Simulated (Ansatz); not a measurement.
System: C5H12N (charge +1, singlet). It need not be the lowest isomer of its formula. 
Coordinates optimised at B3LYP-D3(BJ)/def2-TZVP (Ansatz, a program for electronic structure):
SMILES: C1([NH3+])CCCC1
```xyz
18

C     -1.7003     0.2522     0.2485
C     -1.2645    -1.1768    -0.1853
C      0.2502    -1.0970    -0.4673
C      0.6853     0.1000     0.3686
C     -0.4291     1.1235     0.1927
N      2.0342     0.6466    -0.0831
H     -2.1005     0.2373     1.2611
H     -2.4775     0.6609    -0.3931
H     -1.4617    -1.8934     0.6105
H     -1.8024    -1.5241    -1.0644
H      0.4263    -0.8804    -1.5263
H      0.7836    -2.0148    -0.2208
H      0.8239    -0.1687     1.4165
H     -0.4148     1.9141     0.9427
H     -0.3356     1.5929    -0.7925
H      2.3076     1.4676     0.4621
H      2.7728    -0.0549     0.0094
H      1.9894     0.9254    -1.0668
```
Charge +1, spin multiplicity 1.

Parts of the frozen-core correlation energy in cc-pVQZ (Ansatz, hartree). Frozen orbitals: 6; correlated occupied orbitals by spin: 18 and 18; virtual: 666 and 666. Spin-orbit coupling is left out. No relativistic terms.

```json
[
 {"term": "reference (HF)", "value": "-250.66819"},
 {"term": "MP2 opposite-spin", "value": "-0.88370"},
 {"term": "MP2 same-spin", "value": "-0.25173"},
 {"term": "CCSD correlation", "value": "-1.18063"},
 {"term": "(T)", "value": "-0.04917"},
 {"term": "T1 diagnostic", "value": "0.009"},
 {"term": "largest doubles amplitude", "value": "0.012"}
]
```
